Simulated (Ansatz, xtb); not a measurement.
## C2H7BrOSi2: which of two isomers lies lower

Structure I is `C=C[Si@H](Br)O[SiH3]`, a singlet and structure II is `C=C[SiH2]O[SiH2]Br`, a singlet. Both are isolated molecules in the gas phase, relaxed with PBE-D3(BJ)/def2-SVP, each in the lowest conformer that the search found.

I (Å):

```yaml
atoms:
  - { symbol: C, position_ang: [2.2822, 0.6137, 1.1978] }
  - { symbol: C, position_ang: [1.3686, -0.3738, 1.1118] }
  - { symbol: Br, position_ang: [-1.1496, -0.9473, -1.0481] }
  - { symbol: O, position_ang: [-0.6541, 1.6328, 0.8142] }
  - { symbol: Si, position_ang: [-0.4430, -0.0180, 0.8838] }
  - { symbol: Si, position_ang: [-1.5705, 2.7635, -0.0352] }
  - { symbol: H, position_ang: [1.9830, 1.6739, 1.1362] }
  - { symbol: H, position_ang: [3.3583, 0.4078, 1.3307] }
  - { symbol: H, position_ang: [1.6967, -1.4276, 1.1744] }
  - { symbol: H, position_ang: [-1.3073, -0.6029, 1.9589] }
  - { symbol: H, position_ang: [-1.1399, 2.8140, -1.4734] }
  - { symbol: H, position_ang: [-3.0329, 2.4229, 0.0408] }
  - { symbol: H, position_ang: [-1.3247, 4.0924, 0.6156] }
```

II (Å):

```xyz
13

C     0.1545    1.7018    0.7590
C    -0.8585    1.0403    0.1652
Br    3.4585   -0.1956   -0.5088
O     0.6168   -1.4582    0.3613
Si   -0.8109   -0.7826   -0.2363
Si    2.1209   -1.9596   -0.1242
H     1.0919    1.1922    1.0399
H     0.0964    2.7809    0.9836
H    -1.7754    1.6005   -0.1013
H    -1.9547   -1.5072    0.4153
H    -0.8848   -1.0131   -1.7247
H     2.0433   -2.7334   -1.4067
H     2.7317   -2.7525    0.9856
```

Estimate E(II) − E(I) at the level CCSD(T)/def2-SVP + ΔMP2/def2-TZVPP.

Calculated at CCSD(T)/def2-SVP + ΔMP2/def2-TZVPP: E(II) − E(I) = +1.16 kcal/mol, so structure I lies lower.

How the difference moves with the method:

| level | geometry | E(II) − E(I) (kcal/mol) | departure from the last row (kcal/mol) | job, with rough time for the two |
| --- | --- | --- | --- | --- |
| GFN2-xTB | GFN2-xTB | −1.85 | −3.01 | optimisation, 0.63 s |
| HF/STO-3G | GFN2-xTB | +1.72 | +0.56 | single point, 0.5 s |
| r2SCAN-D4/def2-SVP | GFN2-xTB | +1.21 | +0.05 | single point, 4.6 s |
| PBE-D3(BJ)/def2-SVP | PBE-D3(BJ)/def2-SVP | +1.03 | −0.14 | optimisation, 3.1 min |
| HF/def2-SVP | PBE-D3(BJ)/def2-SVP | +1.17 | +0.01 | part of the CCSD(T) run |
| MP2/def2-SVP | PBE-D3(BJ)/def2-SVP | +1.63 | +0.47 | part of the CCSD(T) run |
| CCSD(T)/def2-SVP | PBE-D3(BJ)/def2-SVP | +1.35 | +0.18 | single point |
| CCSD(T)/def2-SVP + ΔMP2/def2-TZVPP | PBE-D3(BJ)/def2-SVP | +1.16 |  | single point, 89 s |

As drawn, both hold the same kinds of bond in the same numbers.

GFN2-xTB puts the two in the other order. The largest departure from CCSD(T)/def2-SVP + ΔMP2/def2-TZVPP is that of GFN2-xTB, 3.01 kcal/mol. The last row adds to CCSD(T) the change of the MP2 difference between the two basis sets, here −0.18 kcal/mol.

With thermal terms from frequencies at re-optimised GFN2-xTB minima (ideal gas, soft modes damped towards free rotors, one conformer each, 298.15 K, 1 atm): the zero-point term adds +0.27 kcal/mol; ΔH is +1.23 and ΔG +1.83 kcal/mol.

The correlated steps freeze 22 core orbitals; the filled d shell of Br is correlated, in a basis made for valence electrons. Mirror images aren't counted in ΔG. Codes used: Ansatz 0.2.0, xtb 6.7.1; the last row on 4 threads of Arm Neoverse V1 on a shared host.
